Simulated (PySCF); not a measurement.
# Cr(II): trigonal planar complexes compared

All values are computed with PySCF: state-averaged CASSCF of the d shell with SC-NEVPT2, spin-free X2C, triple-zeta basis on the metal and double-zeta on the ligands, mean-field spin-orbit coupling; model geometries with bond lengths from ionic radii.

```
 complex  point group  M–L / Å  L–M–L / °  solvent
[CrCl3]-          D3h     2.33        120    water
 [CrI3]-          D3h     2.68        120     none
[CrBr3]-          D3h     2.48        120     none
 [CrF3]-          D3h     1.92        120    water
```

Q: What are the ground states and moments?

A: 
```tsv
complex	shell	ground state (NEVPT2)	total orbital splitting (CASSCF fit) / cm⁻¹	μeff(300 K) / μB
[CrCl3]-	d4	5E'	6360	4.49
[CrI3]-	d4	5E'	4779	4.75
[CrBr3]-	d4	5E'	5975	4.61
[CrF3]-	d4	5E'	11269	4.47
```

The trigonal planar shape is imposed. Real complexes may take another, with another ground state.
